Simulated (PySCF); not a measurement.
Planning an excited-state job on `C1(CC1)[SiH]1CC1`.

Method: TDDFT CAM-B3LYP/def2-SVPD, vertical, gas phase, core orbitals frozen in the response (PySCF 2.14.0, density-fitted response routines). Geometry: GFN2-xTB. Work: 8 singlets by full TDDFT, 3 Tamm–Dancoff triplets, polarisability, density and orbital grids written, density fitting. The input is one job of a driver script: a line of settings, then coordinates in Å.

Command:
```bash
OMP_NUM_THREADS=1 python probes_run.py task.json out
```

Input:
```
{"job": {"kind": "uv", "xc": "CAM-B3LYP", "basis": "def2-SVPD", "nstates": 8, "ntriplets": 3}, "charge": 0, "multiplicity": 1}
C      2.056005    -0.884150     0.393788
C      2.205418     0.525823    -0.068158
C      0.897093     0.066856     0.513240
Si    -0.589669    -0.143753    -0.607325
C     -2.273634    -0.509186     0.149504
C     -2.107490     0.937507    -0.345099
H      2.007025    -1.662391    -0.353409
H      2.566849    -1.188448     1.295548
H      2.256744     0.709967    -1.130982
H      2.820152     1.195834     0.514641
H      0.686833     0.418130     1.516710
H     -0.306747    -0.635143    -1.949147
H     -2.992591    -1.105841    -0.392165
H     -2.387194    -0.631807     1.217273
H     -2.120021     1.700827     0.419684
H     -2.726373     1.214721    -1.185514
```

Hardware: one thread, Arm Neoverse V1 (aarch64), shared host with 32 logical CPUs at a one-minute load of 26. PySCF's memory limit was set to 1040 MB.

Question: How large is the basis?

Answer: 204 functions for 54 electrons, with 739 fitting functions; the fitted three-index integrals, 739 × 204 × 205/2 numbers of 8 bytes, come to 120 MiB.

Question: Estimate the wall time.

Answer: About 45 s. The SCF took 12 cycles.

Question: Estimate the peak memory.

Answer: About 0.93 GiB. Peak memory is the resident size of the whole Python process, interpreter and libraries included.

Question: At this speed, how long would 20000 such jobs take on 16 cores, one job a core?

Answer: 20000/16 gives 1250 rounds of 45 s, about 16 h of wall time and 250 core-hours, if the jobs don't slow each other.

The SCF part of the output:
```
coarse grid: 13256 points
cycle   1  E = -485.5151338752  dE =  8.712e-01  |g| = 3.609e-01  |ddm| = 6.099e+00
cycle   2  E = -485.5240214150  dE = -8.888e-03  |g| = 3.332e-01  |ddm| = 1.082e+00
cycle   3  E = -485.5540360914  dE = -3.001e-02  |g| = 3.680e-02  |ddm| = 4.641e-01
cycle   4  E = -485.5543715365  dE = -3.354e-04  |g| = 1.822e-02  |ddm| = 9.681e-02
cycle   5  E = -485.5544571738  dE = -8.564e-05  |g| = 3.430e-03  |ddm| = 2.833e-02
cycle   6  E = -485.5544603547  dE = -3.181e-06  |g| = 4.581e-04  |ddm| = 7.294e-03
final grid: 121688 points
cycle   7  E = -485.6336647479  dE = -3.404e-05  |g| = 3.631e-03  |ddm| = 7.962e-02
cycle   8  E = -485.6336652395  dE = -4.916e-07  |g| = 3.530e-03  |ddm| = 1.204e-02
cycle   9  E = -485.6336684375  dE = -3.198e-06  |g| = 1.551e-04  |ddm| = 4.582e-03
cycle  10  E = -485.6336684435  dE = -5.925e-09  |g| = 1.117e-04  |ddm| = 7.168e-04
cycle  11  E = -485.6336684470  dE = -3.527e-09  |g| = 1.887e-05  |ddm| = 2.176e-04
cycle  12  E = -485.6336684471  dE = -1.048e-10  |g| = 6.863e-06  |ddm| = 5.726e-05
converged SCF energy = -485.6336684471
```

On the final grid dE counts from the start density on that grid.

Other jobs ran on the host; a repeat could differ by tens of per cent or more.
